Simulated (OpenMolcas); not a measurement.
Au3+: moving or changing the point charges

Au3+ among 4 point charges of -2.5 e arranged as a tetrahedron (Td), 1.97 Å from the ion.
```
   1.1374    1.1374    1.1374  -2.50
   1.1374   -1.1374   -1.1374  -2.50
  -1.1374    1.1374   -1.1374  -2.50
  -1.1374   -1.1374    1.1374  -2.50
```

```json
{"Program": "OpenMolcas 26.06", "Method": "SS-CASPT2, IPEA 0.25 Eh, imaginary shift 0.1 Eh (closed shells correlated: 4f 5s 5p)", "Basis": "ANO-RCC-VDZP [7s6p4d2f]", "Scalar Hamiltonian": "DKH2, point nucleus", "Active space": "8 electrons in 5 orbitals (5d)", "State averaging": "2S+1 = 3 even, 10 roots; 2S+1 = 1 even, 15 roots", "Spin-orbit coupling": "RASSI with atomic mean-field integrals over the reference wave functions"}
```

Runs around this geometry, states (labels of Td). Energies in cm-1 above the lowest state or level, χT in cm3 K/mol; under a threefold ground state the first gap can be a small split of the lowest multiplet, not the spin-orbit step.

| R (Å) | q (e) | Ground state | First state of that spin | First gap with spin-orbit (degeneracies) | χT at 300 K | First state of another spin |
| --- | --- | --- | --- | --- | --- | --- |
| 1.97 | -1.62 | 3T1 | 3T2 2770 | 870 (1, 3) | 1.815 | 1T2 10880 |
| 1.87 | -2.5 | 3T1 | 3T2 3550 | 1000 (1, 3) | 1.575 | 1T2 10880 |
| 1.97 | -2.5 | 3T1 | 3T2 3380 | 990 (1, 3) | 1.599 | 1T2 10800 |
| 2.11 | -2.5 | 3T1 | 3T2 2480 | 780 (1, 3) | 1.978 | 1T2 10730 |

Taking the first state of the same spin as R^-n, n = -ln(2480 / 3550) / ln(2.11 / 1.87) = 3.0 between the shortest and longest distance.

Scaling the charges by -1.62 / -2.5 = 0.65 scales the first state of the same spin by 2770 / 3380 = 0.82; with fixed orbitals a first-order splitting would follow the charge.

Roots that are degenerate in the reference are averaged as groups; the widest CASPT2 spread within a group is 290 cm-1 (the 3-fold group of multiplicity 3 near 3550 cm-1 above the lowest state of its run, R = 1.87, q = -2.5). Shifts and gaps below about the spread of the groups concerned are not significant. An orbital triplet at a regular site is open to Jahn-Teller coupling, which can distort the site and quench the lowest spin-orbit gaps and is left out. Real 4d8 and 5d8 ions are as a rule square planar and diamagnetic. Free-ion shares, where given, are those of the reference states; single-state CASPT2 does not remix them. This is an electrostatic model: the charges have no orbitals. No measured value stands beside these numbers.
